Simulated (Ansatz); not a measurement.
Reaction (ligand exchange at a B–C bond): `B[CH2][GaH][CH3]` + `[CH2]1[NH][AlH]1` → `B[N]1[CH2][AlH]1` + `[CH3][GaH][CH3]`

Isolated molecules relaxed with PBE0-D4/def2-TZVP in Ansatz; ΔE leaves out vibrations. CCSD(T)/CBS is the MP2 limit (def2-TZVPP, def2-QZVPP) plus CCSD(T) − MP2 in def2-TZVPP, frozen cores. DFT in def2-TZVPP. B3LYP here is the variant with VWN-RPA as its local correlation; programs differ in this. For Ga outer-core shells are correlated without core-valence functions, which leaves a few kJ/mol of doubt a bond. Scalar relativity is left out up to krypton. One conformer a species, not always the lowest.

`B[CH2][GaH][CH3]`:

Cartesian coordinates in Å:
```
B 1.561 0.842 0.577
C 1.115 0.664 -0.852
Ga -0.849 0.274 -0.551
C -1.396 -1.303 0.479
H 1.826 -0.110 1.259
H 1.561 1.927 1.092
H 1.129 1.520 -1.525
H 1.410 -0.268 -1.349
H -1.862 1.256 -1.243
H -1.503 -1.013 1.530
H -0.639 -2.088 0.437
H -2.354 -1.702 0.145
```

`[CH2]1[NH][AlH]1`:

Cartesian coordinates in Å:
```
C 0.360 0.511 0.571
N -0.034 0.263 -0.863
Al -0.534 -1.105 0.052
H 1.435 0.558 0.760
H -0.155 1.341 1.061
H 0.164 0.940 -1.578
H -1.236 -2.509 -0.004
```

`B[N]1[CH2][AlH]1`:

```xyz
9

B     1.465    0.064    0.617
N     0.115   -0.049    0.307
C    -0.545    0.161   -1.052
Al   -1.622   -0.322    0.439
H     2.263    0.359   -0.233
H     1.818   -0.139    1.748
H    -0.471    1.183   -1.424
H    -0.227   -0.554   -1.811
H    -2.796   -0.703    1.408
```

`[CH3][GaH][CH3]`:

Cartesian coordinates in Å:
```
C 1.435 0.898 0.327
Ga 0.310 -0.683 -0.018
C -1.627 -0.473 -0.316
H 1.710 1.355 -0.630
H 2.359 0.647 0.849
H 0.895 1.656 0.899
H 0.962 -2.121 -0.057
H -2.134 -0.435 0.655
H -2.056 -1.306 -0.876
H -1.855 0.461 -0.833
```

```json
{"level": "PBE-D4", "ΔE (kJ/mol)": "-95.6", "difference from CCSD(T)/CBS": "1.0"}
{"level": "r2SCAN-D4", "ΔE (kJ/mol)": "-98.3", "difference from CCSD(T)/CBS": "-1.7"}
{"level": "PBE0-D4", "ΔE (kJ/mol)": "-96.7", "difference from CCSD(T)/CBS": "-0.1"}
{"level": "B3LYP-D4", "ΔE (kJ/mol)": "-103.1", "difference from CCSD(T)/CBS": "-6.5"}
{"level": "ωB97M-V", "ΔE (kJ/mol)": "-99.9", "difference from CCSD(T)/CBS": "-3.3"}
{"level": "PBE", "ΔE (kJ/mol)": "-96.7", "difference from CCSD(T)/CBS": "-0.1"}
{"level": "r2SCAN", "ΔE (kJ/mol)": "-98.6", "difference from CCSD(T)/CBS": "-2.0"}
{"level": "B3LYP", "ΔE (kJ/mol)": "-104.8", "difference from CCSD(T)/CBS": "-8.2"}
{"level": "HF/def2-TZVPP", "ΔE (kJ/mol)": "-110.6", "difference from CCSD(T)/CBS": "-14.0"}
{"level": "SCS-MP2/def2-TZVPP", "ΔE (kJ/mol)": "-101.9", "difference from CCSD(T)/CBS": "-5.3"}
{"level": "CCSD(T)/def2-TZVPP", "ΔE (kJ/mol)": "-99.0", "difference from CCSD(T)/CBS": "-2.4"}
{"level": "HF/def2-QZVPP", "ΔE (kJ/mol)": "-110.4", "difference from CCSD(T)/CBS": "-13.8"}
{"level": "MP2/def2-QZVPP", "ΔE (kJ/mol)": "-98.3", "difference from CCSD(T)/CBS": "-1.7"}
{"level": "SCS-MP2/def2-QZVPP", "ΔE (kJ/mol)": "-100.7", "difference from CCSD(T)/CBS": "-4.1"}
{"level": "HF/CBS(def2)", "ΔE (kJ/mol)": "-110.4", "difference from CCSD(T)/CBS": "-13.8"}
{"level": "CCSD/CBS(def2)", "ΔE (kJ/mol)": "-98.0", "difference from CCSD(T)/CBS": "-1.4"}
{"level": "CCSD(T)/CBS", "ΔE (kJ/mol)": "-96.6", "difference from CCSD(T)/CBS": "0"}
```

Largest T1 diagnostic among the species: 0.015.

In def2-TZVPP, CCSD(T) changes the Hartree–Fock value by +11.6 kJ/mol (the triples alone add +1.3 kJ/mol) and MP2 by +10.9 kJ/mol.
